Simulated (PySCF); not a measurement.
Relaxation of singlet [IrH4]-

Level of theory: PBE0 in PySCF with Ir def2-TZVPD with ECP60, H def2-TZVPD; scalar-relativistic core potentials, no spin–orbit coupling; density-fitted integrals. A (50,194) grid was used.

A start displaced from a saddle point along its imaginary mode, of Cs symmetry, held to at least that symmetry:

```xyz
5
charge -1 multiplicity 1, angstrom
Ir    0.0071   -0.0082   -0.0006
H     0.9028    0.9717    1.0212
H    -1.1617    0.3504    0.9380
H    -0.2171    1.2937   -0.7946
H    -0.8832   -1.0397   -1.0476
```

Optimiser trace:
```tsv
step	E − E(last) (kJ/mol)	largest gradient (Eh/bohr)
0	5.77	0.00335
1	5.65	0.00144
2	5.59	0.00054
3	5.55	0.00091
4	5.23	0.00189
5	4.55	0.00258
6	3.32	0.00359
7	2.76	0.00703
8	2.04	0.00591
9	1.65	0.00485
10	1.15	0.00195
11	0.74	0.00196
12	0.46	0.00372
13	0.23	0.00269
14	0.06	0.00094
15	0.02	0.00052
16	0.00	0.00022
17	0.00	0.00011
```

It ends at Cs with Ir–H 1.552 Å (×2), Ir–H 1.560 Å, Ir–H 1.778 Å; H–Ir–H 73.2° (×2), H–Ir–H 75.0°, H–Ir–H 134.3° (×2), H–Ir–H 139.6° (after a last refinement on a finer grid). The frequency run here used a shortcut that can spoil soft modes, so no verdict on minimum or saddle point is given. Other isomers or separated fragments may lie lower.

Final geometry:
Coordinates in bohr (charge -1 multiplicity 1):
```
Ir   -0.0019   -0.0130   -0.0081
H     2.0605    1.1494    1.7492
H    -1.4150    1.3105    2.1949
H     0.1265    2.8498   -0.6324
H    -0.5541   -2.7875   -1.8198
```

Stability towards spin polarisation was not tested. Spin–orbit coupling, left out here, can matter for elements this heavy.
